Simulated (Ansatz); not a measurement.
C2H6BFS can be A, `CBSCF`, or B, `CCB(F)S`.

Isolated molecules relaxed with PBE0-D4/def2-TZVP in Ansatz; ΔE leaves out vibrations. CCSD(T)/CBS is the MP2 limit (def2-TZVPP, def2-QZVPP) plus CCSD(T) − MP2 in def2-TZVPP, frozen cores. Functionals use def2-TZVPP. B3LYP here is the variant with VWN-RPA as its local correlation; programs differ in this. One conformer a species, not always the lowest.

Task: Which isomer does CCSD(T)/CBS put lower? Give the gap. (Best estimate.)

Result: The calculation gave: B, by 51.9 kcal/mol.

Task: Give E(B) − E(A) in kcal/mol with HF/def2-TZVPP, PBE-D4, MP2/def2-TZVPP, B3LYP-D4, CCSD(T)/def2-TZVPP, B3LYP, PBE0-D4. (An estimate is asked.)

Result: Ansatz gave: HF/def2-TZVPP -53.0, PBE-D4 -48.6, MP2/def2-TZVPP -53.6, B3LYP-D4 -50.4, CCSD(T)/def2-TZVPP -52.5, B3LYP -50.2, PBE0-D4 -50.4. None reverses the order clearly.

Largest T1 diagnostic: 0.013.

From PBE to PBE0 (25 % exact exchange), in def2-TZVPP and without D4, E(B) − E(A) moves by −1.8 kcal/mol.
